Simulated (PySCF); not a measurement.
TiH4, SMILES [TiH4], multiplicity 1.

The structure is a stationary point at B3LYP-D3(BJ)/def2-TZVPD. The spin state was assumed, not searched.

Calculation: r2SCAN/def2-TZVPD (PySCF).

Symmetry labels are those of the subgroup D2 that the program uses (full group Td).

Computed valence orbital energies around the gap with their symmetry:
| orbital | symmetry | energy (eV) |
|---|---|---|
| HOMO−7 | A | -64.21 |
| HOMO−6 | B1 | -40.15 |
| HOMO−5 | B2 | -40.15 |
| HOMO−4 | B3 | -40.15 |
| HOMO−3 | A | -8.57 |
| HOMO−2 | B1 | -7.81 |
| HOMO−1 | B2 | -7.81 |
| HOMO | B3 | -7.81 |
| LUMO | A | -4.08 |
| LUMO+1 | A | -4.08 |
| LUMO+2 | B2 | -3.00 |
| LUMO+3 | B3 | -3.00 |
